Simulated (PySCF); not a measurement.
EPR parameters of CH2F3O2SSi

Compound: CH2F3O2SSi (doublet state).
Structure used (GFN2-xTB), in Å, numbered top down from 1:
```
atom  x, y, z in Å
O1     0.3922   -1.8051    1.0076
S2    -0.1272   -0.5227    0.6221
O3    -0.8226    0.2705    1.6046
Si4   -1.5398   -0.5010   -1.1041
C5     1.3774    0.4981    0.0830
F6     2.3991    0.5028    0.9138
F7     0.9827    1.7505   -0.1547
F8     1.7538   -0.0282   -1.0910
H9    -2.7576   -1.0974   -0.5578
H10   -1.6493    0.9371   -1.3458
```

The hyperfine couplings belong to this conformer and change with its torsions.

As a line formula: `FC(S(=O)(=O)[SiH2])(F)F` [radical].

Computed, not measured: PySCF, UKS B3LYP, pcH-1 on C F H O S Si, non-relativistic, mean-field spin-orbit, GIAO. One conformer (not necessarily the lowest) at the GFN2-xTB geometry, without solvent, vibrations or thermal averaging. GFN2-xTB frequencies show an imaginary mode (40i cm⁻¹), so this geometry is no minimum at that level. The geometry wasn't refined by DFT: couplings that depend on bond lengths, twists or pyramidal angles can differ widely from those at the functional's own minimum, by a factor of two or more for some ions and for spin on atoms past the first row. Stability of the SCF solution: not tested.

```json
{"g1, g2, g3": "2.00043, 2.00192, 2.00415", "g_iso": "2.00217", "Form of g": "rhombic: the two nearest values differ by 40 % of g3 − g1", "⟨S²⟩": "0.7519 (exact 0.7500)", "α and β electrons": "41, 40", "HOMO–LUMO gap, α and β orbitals": "5.66, 4.00 eV", "Basis functions": "240"}
```

Isotropic coupling and dipolar principal values T1 to T3, in MHz; ρ(0) is the spin density at the nucleus:

```json
{"atom": "O1", "isotope": "17O", "a_iso": "1.0", "of which spin–orbit": "0.0", "T1": "-4.0", "T2": "1.4", "T3": "2.6", "Mulliken spin population": "0.00", "ρ(0) (bohr⁻³)": "-0.0016"}
{"atom": "S2", "isotope": "33S", "a_iso": "20.1", "of which spin–orbit": "0.0", "T1": "-2.8", "T2": "-2.2", "T3": "5.0", "Mulliken spin population": "0.00", "ρ(0) (bohr⁻³)": "0.0585"}
{"atom": "O3", "isotope": "17O", "a_iso": "-12.8", "of which spin–orbit": "0.0", "T1": "-32.1", "T2": "15.5", "T3": "16.6", "Mulliken spin population": "0.08", "ρ(0) (bohr⁻³)": "0.0211"}
{"atom": "Si4", "isotope": "29Si", "a_iso": "-541.2", "of which spin–orbit": "1.2", "T1": "-172.8", "T2": "85.7", "T3": "87.1", "Mulliken spin population": "0.86", "ρ(0) (bohr⁻³)": "0.6102"}
{"atom": "C5", "isotope": "13C", "a_iso": "6.9", "of which spin–orbit": "0.0", "T1": "-0.8", "T2": "-0.4", "T3": "1.2", "Mulliken spin population": "0.00", "ρ(0) (bohr⁻³)": "0.0061"}
{"atom": "F6", "isotope": "19F", "a_iso": "3.0", "of which spin–orbit": "0.0", "T1": "-2.4", "T2": "-1.9", "T3": "4.3", "Mulliken spin population": "0.00", "ρ(0) (bohr⁻³)": "0.0007"}
{"atom": "F7", "isotope": "19F", "a_iso": "-2.0", "of which spin–orbit": "0.0", "T1": "-2.0", "T2": "0.0", "T3": "2.0", "Mulliken spin population": "0.00", "ρ(0) (bohr⁻³)": "-0.0005"}
{"atom": "F8", "isotope": "19F", "a_iso": "26.3", "of which spin–orbit": "0.1", "T1": "-8.9", "T2": "-8.7", "T3": "17.5", "Mulliken spin population": "0.00", "ρ(0) (bohr⁻³)": "0.0062"}
{"atom": "H9", "isotope": "1H", "a_iso": "70.5", "of which spin–orbit": "0.0", "T1": "-8.8", "T2": "0.9", "T3": "7.9", "Mulliken spin population": "0.02", "ρ(0) (bohr⁻³)": "0.0158"}
{"atom": "H10", "isotope": "1H", "a_iso": "69.7", "of which spin–orbit": "0.0", "T1": "-8.7", "T2": "0.8", "T3": "7.9", "Mulliken spin population": "0.02", "ρ(0) (bohr⁻³)": "0.0156"}
```

The largest Mulliken spin populations are on Si4 (+0.86) and O3 (+0.08). No atom but Si4 exceeds +0.15. The angles at Si4 add up to 317.8°, so it is pyramidal.

Axes: g3 points within 14° of the S2–Si4 bond.

Under fast tumbling the dipolar parts average out, and these isotropic splittings remain: 2 × 1H (H9/H10, I = 1/2, 3 lines) with 2.50 mT and 3 × 19F (F6/F7/F8, I = 1/2, 4 lines) with 0.33 mT.

Nuclei that the bonding pattern makes equivalent are averaged, as if the motion that swaps them (rotation, inversion, ring flip) were fast. The three 19F nuclei of mean +9.1 MHz run from -2.0 to 26.3 MHz in the frozen geometry.

The 33S coupling of S2 (20.1 MHz) shows only in satellite lines or after enrichment, since that isotope makes up about 0.76 % of natural sulfur.

The 29Si coupling of Si4 (-541.2 MHz) shows only in satellite lines or after enrichment, since that isotope makes up about 4.7 % of natural silicon.
